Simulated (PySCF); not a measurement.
**Correlation energy of Cl⁺ (chlorine, charge +1)**

[Ne] 3s2 3p4, high-spin 3P determinant. All numbers are calculated (PySCF 2.14, the non-relativistic Hamiltonian (point nucleus), in aug-cc-pwCVTZ). Frozen: [Ne]; 6 electrons correlated.

| level | correlation energy (mhartree) |
| --- | --- |
| CCSD | -152.97 |
| (T) | -4.82 |
| CCSD(T) | -157.79 |

Diagnostics: T1 = 0.0091, D1 = 0.0290, largest double amplitude 0.041.

Cost of the coupled-cluster step: roughly 16 core-seconds, for 6 correlated electrons.

Iterations:

```
CC2 = 0
CCSD nocc = (np.int64(4), np.int64(2)), nmo = (70, 70)
frozen orbitals [[0, 1, 2, 3, 4], [0, 1, 2, 3, 4]]
max_cycle = 100
direct = 0
conv_tol = 1e-08
conv_tol_normt = 1e-06
diis_space = 8
diis_start_cycle = 0
Init t2, MP2 energy = -0.128525918962739
Init E_corr(UCCSD) = -0.12852591896475
cycle = 1  E_corr(UCCSD) = -0.146759844677746  dE = -0.0182339257  norm(t1,t2) = 0.0428733
cycle = 2  E_corr(UCCSD) = -0.150979524821669  dE = -0.00421968014  norm(t1,t2) = 0.0145098
cycle = 3  E_corr(UCCSD) = -0.15302452355495  dE = -0.00204499873  norm(t1,t2) = 0.00598199
cycle = 4  E_corr(UCCSD) = -0.152965766710893  dE = 5.87568441e-05  norm(t1,t2) = 0.000739798
cycle = 5  E_corr(UCCSD) = -0.152967924076607  dE = -2.15736571e-06  norm(t1,t2) = 0.000102977
cycle = 6  E_corr(UCCSD) = -0.152968351602767  dE = -4.2752616e-07  norm(t1,t2) = 2.23671e-05
cycle = 7  E_corr(UCCSD) = -0.152968396733094  dE = -4.51303271e-08  norm(t1,t2) = 5.67857e-06
cycle = 8  E_corr(UCCSD) = -0.152968425351744  dE = -2.86186502e-08  norm(t1,t2) = 1.58688e-06
cycle = 9  E_corr(UCCSD) = -0.152968407107345  dE = 1.82443991e-08  norm(t1,t2) = 4.14982e-07
cycle = 10  E_corr(UCCSD) = -0.152968407454799  dE = -3.47454371e-10  norm(t1,t2) = 1.00004e-07
UCCSD converged
E(UCCSD) = -459.2066774698862  E_corr = -0.1529684074547993
UCCSD(T) correction = -0.00481764366186829
```
